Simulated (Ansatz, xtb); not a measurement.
System: GeI$_{2}$, charge -1, multiplicity 2. SMILES of the parent species: [I][Ge][I]
Geometry from a B3LYP-D3(BJ)/def2-TZVP (Ansatz, an electronic-structure program) optimisation:
```
Ge
I 1 2.7525
I 1 2.7525 2 102.02
```
Charge -1, spin multiplicity 2.

Harmonic wavenumbers from GFN2-xTB (xtb, at its own minimum), cm⁻¹: 47, 158, 184.

Q: Give the harmonic wavenumbers at B3LYP-D3(BJ)/def2-TZVP (Ansatz, finite differences of forces, unscaled).

A: 52, 159, 174 cm⁻¹. Zero-point energy 0.5 kcal/mol.

Q: From these and the geometry, give the ideal-gas thermochemistry at 298.15 K and 1 atm (rigid rotor, harmonic oscillator).

A: Point group C2v, rotational symmetry number 2. Rotational constants 2.984, 0.435, 0.3797 GHz. S(trans) 43.24, S(rot) 29.48, S(vib) 9.70, S(elec, spin only) 1.38, S 83.8 cal/(mol K). H(298) - H(0) 3.66 kcal/mol; G - E(el) -20.8 kcal/mol.
